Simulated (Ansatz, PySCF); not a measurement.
This Ansatz (an electronic-structure program) input computes a SVWN5/def2-TZVPD energy:

Ansatz 0.2 input:
```yaml
crystal:
  periodic: [false, false, false]
  atoms:
    - {symbol: N, position_ang: [1.07238702, -0.44618538, -0.28071827]}
    - {symbol: Si, position_ang: [-0.43296683, 0.14426791, 0.08398509]}
    - {symbol: H, position_ang: [1.84356810, 0.03667354, 0.17499523]}
    - {symbol: H, position_ang: [-0.96645901, 0.12121007, 1.52536090]}
    - {symbol: H, position_ang: [-1.49683899, -0.64256067, -0.64344776]}
    - {symbol: H, position_ang: [-0.82544356, 1.58822401, -0.26767180]}
basis:
  gaussian:
    orbitals: def2-TZVPD
hamiltonian:
  xc: {name: SVWN5}
total_charge: -1
output: {forces: true}
```

Question: Write an input for the same energy in PySCF and say what it gives.

Answer: 
```python
from pyscf import gto, scf, dft

mol = gto.M(
    atom='''
    N     1.07238702   -0.44618538   -0.28071827
    Si   -0.43296683    0.14426791    0.08398509
    H     1.84356810    0.03667354    0.17499523
    H    -0.96645901    0.12121007    1.52536090
    H    -1.49683899   -0.64256067   -0.64344776
    H    -0.82544356    1.58822401   -0.26767180
    ''',
    basis='def2-tzvpd',
    charge=-1,
    spin=0,
    verbose=4,
)

mf = dft.RKS(mol, xc='svwn').density_fit(auxbasis='def2-universal-jkfit')
mf.grids.level = 3
mf.conv_tol = 1e-9
mf.max_cycle = 100
mf.max_memory = 1500
mf.kernel()
if not mf.converged:
    mf = mf.newton()
    mf.kernel(mf.make_rdm1())
mf.analyze()
```
It gives -345.05191 Eh, and Ansatz -345.05186 Eh, a difference of 0.05 mEh, from the treatment of integrals and grids.
